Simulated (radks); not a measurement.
Question: These are the eigenvalues of the occupied orbitals of an atom or ion with whole-number occupations (hartree). Calculated with a radial shooting solver on a logarithmic mesh with Libxc functionals: non-relativistic Kohn-Sham, exchange-only PBE, spin-polarised, spherical densities, point nucleus.

| orbital | eigenvalue |
|---|---|
| 1s | -66.24185 |
| 2s | -5.83274 |
| 2p | -4.24985 |
| 3s | -1.01442 |

Which element is it, and in what charge state? The configuration may be excited. Open shells, if any, are filled with parallel spins first.

Answer: Z = 14, silicon, charge +2: Si2+ in [Ne] 3s2. The list shows which subshells hold electrons but not how many an open one holds; the 1s level, -66.242 hartree, gives Z - s = 11.5 by -(Z - s)^2/2, which with screening narrows Z to a few neighbours, and the depths of the outer levels then fix element, charge and occupations together.
